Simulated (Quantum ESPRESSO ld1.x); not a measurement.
The numbers below are computed, except where a source is named.
Problem. The mean radii <r> (bohr) of the occupied orbitals of an atom or ion are listed with their occupations. Code: ld1.x of Quantum ESPRESSO 7.5. Model: non-relativistic Kohn-Sham, PBE, spin-unpolarised, spherical densities, point nucleus.

| orbital | occ. | <r> |
|---|---|---|
| 1s | 2 | 0.02104 |
| 2s | 2 | 0.08903 |
| 2p | 6 | 0.07534 |
| 3s | 2 | 0.2268 |
| 3p | 6 | 0.2167 |
| 3d | 10 | 0.1904 |
| 4s | 2 | 0.5080 |
| 4p | 6 | 0.5166 |
| 4d | 10 | 0.5376 |
| 5s | 2 | 1.236 |
| 5p | 6 | 1.379 |
| 4f | 14 | 0.6505 |
| 5d | 1 | 2.079 |
| 6s | 2 | 3.350 |

Name the element and its charge.

Solution. Z = 72, hafnium, charge +1: Hf+ in [Xe] 4f14 5d1 6s2. The 1s radius gives Z: for a bare nucleus <r> = 1.5/Z, 0.02083 bohr for Z = 72, and screening makes it slightly larger (0.02104 here). The occupations add up to 71, and the charge is Z minus that.
